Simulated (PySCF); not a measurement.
GaF2, SMILES [F][Ga+][F], charge +1.

Coordinates come from a PBE0-D3(BJ)/def2-TZVP optimisation. The multiplicity is an assumed one; other spin states were not compared. The isomer is the one that the SMILES or the coordinates give; other isomers of the formula were not compared.

Calculation: TDDFT-B3LYP/def2-SVPD (PySCF).

Vertical excitations; the highest root listed may be one member of a degenerate set. Gas-phase values at a fixed geometry. State labels are in the subgroup D2h.

Computed lowest excited states:
```csv
state,symmetry,energy (eV),λ (nm),f,main pairs
S1,B3g,6.14,202,0.000,HOMO→LUMO (degenerate set)
S2,B2g,6.14,202,0.000,HOMO−1→LUMO (degenerate set)
S3,B2u,6.76,184,0.029,HOMO−3→LUMO (degenerate set)
S4,B3u,6.76,184,0.029,HOMO−2→LUMO (degenerate set)
S5,B1u,8.40,148,0.103,"HOMO−4→LUMO 70 %, HOMO→LUMO+1 15 %, HOMO−1→LUMO+2 15 %"
S6,Ag,9.15,136,0.000,"HOMO−5→LUMO 72 %, HOMO−2→LUMO+2 14 %, HOMO−3→LUMO+1 14 %"
S7,Au,9.25,134,0.000,"HOMO→LUMO+2 50 %, HOMO−1→LUMO+1 50 %"
S8,Au,9.33,133,0.000,"HOMO−1→LUMO+1, HOMO→LUMO+2 (degenerate set)"
S9,B1u,9.33,133,0.000,"HOMO→LUMO+1, HOMO−1→LUMO+2 (degenerate set)"
S10,B1g,9.74,127,0.000,"HOMO−2→LUMO+1 50 %, HOMO−3→LUMO+2 50 %"
T1,B3g,5.67,219,0,HOMO→LUMO (degenerate set)
T2,B2g,5.67,219,0,HOMO−1→LUMO (degenerate set)
T3,B3u,6.15,202,0,HOMO−2→LUMO (degenerate set)
T4,B2u,6.15,202,0,HOMO−3→LUMO (degenerate set)
```
Triplets are in the Tamm–Dancoff approximation, which puts them higher than full response would, so one can lie above its singlet here.
